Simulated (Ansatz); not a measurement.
Geometry optimisation of CoMe2 (C₂H₆Co).

```yaml
crystal:
  periodic: [false, false, false]
  atoms:
    - {symbol: Co, position_ang: [0.364120, -0.469460, -0.002590]}
    - {symbol: C, position_ang: [0.005350, -0.022810, 1.878310]}
    - {symbol: H, position_ang: [-0.505940, 0.937350, 1.972800]}
    - {symbol: H, position_ang: [0.931000, 0.037820, 2.455220]}
    - {symbol: H, position_ang: [-0.628070, -0.779840, 2.346650]}
    - {symbol: C, position_ang: [0.012110, 0.001110, -1.879120]}
    - {symbol: H, position_ang: [-1.060110, 0.067690, -2.077600]}
    - {symbol: H, position_ang: [0.430790, -0.741240, -2.561940]}
    - {symbol: H, position_ang: [0.450750, 0.969380, -2.131730]}
basis:
  gaussian: {orbitals: def2-TZVP}
magnetization: {spin_polarized: true, initial_magnetization: 3}
hamiltonian: {xc: pbe0, dispersion: d4}
scf: {lower_state_search: "off"}
output: {orbitals: {seedname: orbitals}}
relax: {f_tol: 0.02, max_steps: 100}
```

```sh
$ ansatz run in.yaml --threads 4 --pin off --events-out ev --progress --plain --max-ram 3916MiB
```

It prints (some lines left out):

```
Functional definition: PBE0
mean field -39789.82265650 eV, -1462.2490121157 hartree, gradient 2.2e-6 eV, S^2 3.766288; 0 other end points of the search recorded, 0 dependent functions left out
relax step   1: F+E_penalty+E_count = -39789.92233781 eV  Δ(F+E_penalty+E_count) = +0.000e0 eV  max|allowed force component| = 1.707e-1 eV/Å  Δτ_max = 0.0000 Å  (95 SCF iters, accepted)
mean field -39789.83307264 eV, -1462.2493949021 hartree, gradient 9.9e-6 eV, S^2 3.766419; 0 other end points of the search recorded, 0 dependent functions left out
relax step   2: F+E_penalty+E_count = -39789.93241907 eV  Δ(F+E_penalty+E_count) = -1.008e-2 eV  max|allowed force component| = 1.298e-1 eV/Å  Δτ_max = 0.0486 Å  (53 SCF iters, accepted)
mean field -39789.82999135 eV, -1462.2492816668 hartree, gradient 3.1e-6 eV, S^2 3.766596; 0 other end points of the search recorded, 0 dependent functions left out
relax step   3: F+E_penalty+E_count = -39789.92900962 eV  Δ(F+E_penalty+E_count) = +3.409e-3 eV  max|allowed force component| = 5.323e-1 eV/Å  Δτ_max = 0.0540 Å  (58 SCF iters, rejected (line search))
mean field -39789.83539871 eV, -1462.2494803834 hartree, gradient 2.0e-6 eV, S^2 3.766472; 0 other end points of the search recorded, 0 dependent functions left out
relax step   4: F+E_penalty+E_count = -39789.93452640 eV  Δ(F+E_penalty+E_count) = -2.107e-3 eV  max|allowed force component| = 1.540e-2 eV/Å  Δτ_max = 0.0259 Å  (61 SCF iters, accepted)
mean field -39789.83671458 eV, -1462.2495287409 hartree, gradient 2.4e-6 eV, S^2 3.766500; 0 other end points of the search recorded, 0 dependent functions left out
relax step   5: F+E_penalty+E_count = -39789.93571152 eV  Δ(F+E_penalty+E_count) = -1.185e-3 eV  max|allowed force component| = 5.906e-2 eV/Å  Δτ_max = 0.0574 Å  (57 SCF iters, accepted)
mean field -39789.83776881 eV, -1462.2495674831 hartree, gradient 4.8e-6 eV, S^2 3.766538; 0 other end points of the search recorded, 0 dependent functions left out
relax step   6: F+E_penalty+E_count = -39789.93671706 eV  Δ(F+E_penalty+E_count) = -1.006e-3 eV  max|allowed force component| = 1.430e-1 eV/Å  Δτ_max = 0.0740 Å  (57 SCF iters, accepted)
mean field -39789.84044234 eV, -1462.2496657334 hartree, gradient 2.0e-6 eV, S^2 3.766550; 0 other end points of the search recorded, 0 dependent functions left out
relax step   7: F+E_penalty+E_count = -39789.93946695 eV  Δ(F+E_penalty+E_count) = -2.750e-3 eV  max|allowed force component| = 1.352e-1 eV/Å  Δτ_max = 0.0508 Å  (57 SCF iters, accepted)
mean field -39789.83903554 eV, -1462.2496140343 hartree, gradient 2.8e-6 eV, S^2 3.766605; 0 other end points of the search recorded, 0 dependent functions left out
relax step   8: F+E_penalty+E_count = -39789.93836892 eV  Δ(F+E_penalty+E_count) = +1.098e-3 eV  max|allowed force component| = 3.445e-1 eV/Å  Δτ_max = 0.1537 Å  (62 SCF iters, rejected (line search))
mean field -39789.84527046 eV, -1462.2498431635 hartree, gradient 1.7e-6 eV, S^2 3.766567; 0 other end points of the search recorded, 0 dependent functions left out
relax step   9: F+E_penalty+E_count = -39789.94443226 eV  Δ(F+E_penalty+E_count) = -4.965e-3 eV  max|allowed force component| = 8.551e-2 eV/Å  Δτ_max = 0.0769 Å  (63 SCF iters, accepted)
mean field -39789.84798655 eV, -1462.2499429781 hartree, gradient 1.5e-6 eV, S^2 3.766599; 0 other end points of the search recorded, 0 dependent functions left out
relax step  10: F+E_penalty+E_count = -39789.94726737 eV  Δ(F+E_penalty+E_count) = -2.835e-3 eV  max|allowed force component| = 1.597e-1 eV/Å  Δτ_max = 0.0975 Å  (56 SCF iters, accepted)
mean field -39789.84973566 eV, -1462.2500072566 hartree, gradient 4.1e-6 eV, S^2 3.766590; 0 other end points of the search recorded, 0 dependent functions left out
relax step  11: F+E_penalty+E_count = -39789.94902386 eV  Δ(F+E_penalty+E_count) = -1.756e-3 eV  max|allowed force component| = 1.375e-1 eV/Å  Δτ_max = 0.0534 Å  (47 SCF iters, accepted)
mean field -39789.85130841 eV, -1462.2500650541 hartree, gradient 3.9e-6 eV, S^2 3.766578; 0 other end points of the search recorded, 0 dependent functions left out
relax step  12: F+E_penalty+E_count = -39789.95056438 eV  Δ(F+E_penalty+E_count) = -1.541e-3 eV  max|allowed force component| = 3.928e-2 eV/Å  Δτ_max = 0.0419 Å  (51 SCF iters, accepted)
mean field -39789.85148978 eV, -1462.2500717195 hartree, gradient 1.6e-6 eV, S^2 3.766576; 0 other end points of the search recorded, 0 dependent functions left out
relax step  13: F+E_penalty+E_count = -39789.95079813 eV  Δ(F+E_penalty+E_count) = -2.337e-4 eV  max|allowed force component| = 3.095e-2 eV/Å  Δτ_max = 0.0378 Å  (54 SCF iters, accepted)
mean field -39789.85192020 eV, -1462.2500875372 hartree, gradient 5.8e-6 eV, S^2 3.766577; 0 other end points of the search recorded, 0 dependent functions left out
relax step  14: F+E_penalty+E_count = -39789.95119441 eV  Δ(F+E_penalty+E_count) = -3.963e-4 eV  max|allowed force component| = 7.585e-3 eV/Å  Δτ_max = 0.0238 Å  (47 SCF iters, accepted)
mean field -39789.85202212 eV, -1462.2500912824 hartree, gradient 2.0e-6 eV, S^2 3.766580; 0 other end points of the search recorded, 0 dependent functions left out
relax step  15: F+E_penalty+E_count = -39789.95128556 eV  Δ(F+E_penalty+E_count) = -9.115e-5 eV  max|allowed force component| = 1.378e-2 eV/Å  Δτ_max = 0.0245 Å  (53 SCF iters, accepted)
Total energy: -39789.95132073 eV, -1462.2537404390 hartree
Atom 0 at     0.498819    -0.315704    -0.003920 Å, force     0.004435     0.000867     0.002962 eV/Å
Atom 1 at     0.035075     0.008982     1.894651 Å, force    -0.005375     0.002069     0.001044 eV/Å
Atom 2 at    -0.000850     1.081300     2.115163 Å, force     0.000896    -0.009652    -0.000167 eV/Å
Atom 3 at     0.772404    -0.441310     2.570915 Å, force    -0.006440     0.003240    -0.003700 eV/Å
Atom 4 at    -0.942103    -0.420089     2.141314 Å, force     0.009144     0.004316     0.001680 eV/Å
Atom 5 at    -0.014209    -0.021119    -1.894361 Å, force    -0.006488    -0.005288    -0.013778 eV/Å
Atom 6 at    -1.004426    -0.440469    -2.103653 Å, force     0.011524     0.006615     0.000436 eV/Å
Atom 7 at     0.695780    -0.497980    -2.581956 Å, force    -0.007857     0.007055     0.008612 eV/Å
Atom 8 at    -0.040490     1.046390    -2.138153 Å, force     0.000161    -0.009223     0.002910 eV/Å
Dipole moment:     0.247099    -0.157370    -0.002150 e Å
Checks for a lower state left out: stability, starts, cluster_reference, orbital_swaps, neighbouring_geometries, increment
```

It took 49 s on 4 threads of Arm Neoverse V2 on a shared host.

The relaxation made no stability test and no search for a lower SCF solution.
